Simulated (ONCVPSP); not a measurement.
**u(r) = r·R(r): atom against pseudo-atom (mercury (Hg))**

Columns: radius, all-electron u(r) and pseudo u(r) of the 5d shell (level -42.77 eV) of mercury in the configuration [Kr] 4d10 4f14 5s2 5p6 5d9; LDA (Perdew-Wang 92), scalar-relativistic, ONCV scheme, ONCVPSP 4.0.1.

```tsv
r (bohr)	all-electron	pseudo
0.110	0.3119	0.0042
0.220	-0.1599	0.0319
0.330	-0.4648	0.0993
0.440	-0.3239	0.2104
0.550	0.0111	0.3564
0.660	0.3518	0.5186
0.770	0.6203	0.6745
0.880	0.8004	0.8041
0.990	0.9022	0.8940
1.100	0.9434	0.9398
1.210	0.9414	0.9449
1.320	0.9104	0.9177
1.430	0.8614	0.8687
1.540	0.8019	0.8071
1.650	0.7375	0.7403
1.760	0.6717	0.6728
1.870	0.6071	0.6073
1.980	0.5451	0.5451
2.090	0.4868	0.4867
2.200	0.4326	0.4326
2.310	0.3829	0.3829
2.420	0.3377	0.3376
2.530	0.2968	0.2967
2.640	0.2601	0.2600
2.750	0.2273	0.2272
2.860	0.1981	0.1981
```

How many radial nodes do the two functions have?

The all-electron 5d function has n − l − 1 = 2; the pseudo-wave has 0, since the states of the same l below it are removed with the core.

At about which radius was the pseudo-wave matched?

2.20 bohr. The columns agree to 0.0005 from 1.87 bohr on; several derivatives are matched, so the curves merge somewhat inside the radius.

Where does each function peak?

Outermost all-electron maximum near 1.10 bohr, pseudo maximum near 1.21 bohr (to the table’s step).

Is the pseudo-wave norm-conserving?

Yes: the ONCV scheme keeps the norm inside the radius equal to the all-electron one, which fixes the energy derivative of the logarithmic derivative at the level.
